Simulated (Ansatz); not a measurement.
Reactions of `N#C[Si](F)(F)C#N`.

Program: Ansatz. Geometries: PBE0-D4/def2-TZVP. ΔE: electronic, gas phase. CBS: MP2 limit from def2 TZ/QZ plus the TZ coupled-cluster correction, frozen cores. This one scheme is used for every species, atoms too. DFT in def2-TZVPP. B3LYP here is the variant with VWN-RPA as its local correlation; programs differ in this. Open shells (•) are unrestricted, without spin–orbit coupling. Spin–orbit coupling would lower the free atoms: a little for C, F, Si. Bonds to Ga, Ge are less sure, by a few kJ/mol each and by 10 to 20 or more in all where they break to atoms, as the def2 sets lack core-valence functions. Scalar relativity is left out up to krypton. One conformer a species, not always the lowest.

```json
{"reaction": "`N#C[Si](F)(F)C#N` + `[OH][GaH2]` → `N#C[O][GaH2]` + `N#C[SiH](F)F`", "B2PLYP (kJ/mol)": "65", "B3LYP-D4 (kJ/mol)": "58", "PBE-D4 (kJ/mol)": "54", "PBE0-D4 (kJ/mol)": "54"}
{"reaction": "`N#C[Si](F)(F)C#N` + H–F → `N#C[Si](F)(F)F` + `C#N`", "B2PLYP (kJ/mol)": "-133", "B3LYP-D4 (kJ/mol)": "-130", "PBE-D4 (kJ/mol)": "-119", "PBE0-D4 (kJ/mol)": "-124"}
{"reaction": "`N#C[Si](F)(F)C#N` + `OC(F)[SiH3]` → `N#COC(F)[SiH3]` + `N#C[SiH](F)F`", "B2PLYP (kJ/mol)": "108", "B3LYP-D4 (kJ/mol)": "104", "PBE-D4 (kJ/mol)": "98", "PBE0-D4 (kJ/mol)": "101"}
{"reaction": "`N#C[Si](F)(F)C#N` + HCl → `N#C[Si](F)(F)Cl` + `C#N`", "B2PLYP (kJ/mol)": "-76", "B3LYP-D4 (kJ/mol)": "-77", "PBE-D4 (kJ/mol)": "-76", "PBE0-D4 (kJ/mol)": "-79"}
{"reaction": "`N#C[Si](F)(F)C#N` → 2 C• + 2 F• + 2 N• + Si•", "B2PLYP (kJ/mol)": "3553", "B3LYP-D4 (kJ/mol)": "3553", "PBE-D4 (kJ/mol)": "3716", "PBE0-D4 (kJ/mol)": "3549"}
{"reaction": "`N#C[Si](F)(F)C#N` + `[SH][GeH3]` → `N#C[S][GeH3]` + `N#C[SiH](F)F`", "B2PLYP (kJ/mol)": "44", "B3LYP-D4 (kJ/mol)": "41", "PBE-D4 (kJ/mol)": "34", "PBE0-D4 (kJ/mol)": "39"}
{"reaction": "`N#C[Si](F)(F)C#N` + CH₄ → `C[Si](F)(F)C#N` + `C#N`", "B2PLYP (kJ/mol)": "7", "B3LYP-D4 (kJ/mol)": "5", "PBE-D4 (kJ/mol)": "3", "PBE0-D4 (kJ/mol)": "0"}
{"reaction": "`N#C[Si](F)(F)C#N` + `C1[SiH2]S1` → `N#C[SiH](F)F` + `N#C[SiH]1CS1`", "B2PLYP (kJ/mol)": "-17", "B3LYP-D4 (kJ/mol)": "-17", "PBE-D4 (kJ/mol)": "-16", "PBE0-D4 (kJ/mol)": "-16"}
{"reaction": "`N#C[Si](F)(F)C#N` + `F[SiH](Cl)Cl` → `N#C[Si](F)(Cl)Cl` + `N#C[SiH](F)F`", "B2PLYP (kJ/mol)": "-4", "B3LYP-D4 (kJ/mol)": "-4", "PBE-D4 (kJ/mol)": "-4", "PBE0-D4 (kJ/mol)": "-4"}
{"reaction": "`N#C[Si](F)(F)C#N` + H₂ → `N#C[SiH](F)F` + `C#N`", "B2PLYP (kJ/mol)": "-4", "B3LYP-D4 (kJ/mol)": "-1", "PBE-D4 (kJ/mol)": "3", "PBE0-D4 (kJ/mol)": "-2"}
```

Problem. Give the CCSD(T)/CBS values in the same order. (An estimate is asked.)

Solution. Ansatz gave: 77, -129, 117, -78, 3566, 50, 2, -16, -4, -2 kJ/mol.

Largest T1 diagnostic: 0.015, for `N#C[O][GaH2]`.
